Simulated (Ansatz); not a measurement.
Calculated with Ansatz (gas phase, PBE0-D4/def2-TZVP geometries, no zero-point term in ΔE). CCSD(T)/CBS adds triple-zeta CCSD(T) − MP2 to the extrapolated MP2 energy (def2 sets, frozen cores). This one scheme is used for every species. DFT in def2-TZVPP. B3LYP here is the variant with VWN-RPA as its local correlation; programs differ in this. For Br outer-core shells are correlated without core-valence functions, which leaves a few kJ/mol of doubt a bond. Scalar relativity is left out up to krypton. Each species was taken in one conformer, which may not be the lowest.

Consider the ligand exchange at a B–Br bond: `SB(S)Br` + H–F → `FB(S)S` + HBr.

| level | ΔE (kJ/mol) |
| --- | --- |
| r2SCANh-D4 | -53.7 |
| revPBE | -51.8 |
| B3LYP | -65.2 |
| r2SCANh | -55.0 |

Problem. What does CCSD(T)/CBS give? (An estimate is asked.)

Solution. Ansatz gave: -41.3 kJ/mol. The listed levels differ from it by -12.4, -10.5, -23.9, -13.7 kJ/mol.

Largest T1 diagnostic among the species: 0.013.

In def2-TZVPP, CCSD(T) changes the Hartree–Fock value by +25.1 kJ/mol (the triples alone add +4.4 kJ/mol) and MP2 by +37.7 kJ/mol. At CCSD(T), def2-SVP lies −29.0 kJ/mol from the extrapolated value and def2-TZVPP −7.5 kJ/mol. The D4 term adds +9.7 kJ/mol with B3LYP and +5.0 kJ/mol with PBE0; it sums over pairs of atoms, weighted by their polarisabilities, and B3LYP, whose exchange is more repulsive, gets the larger term.
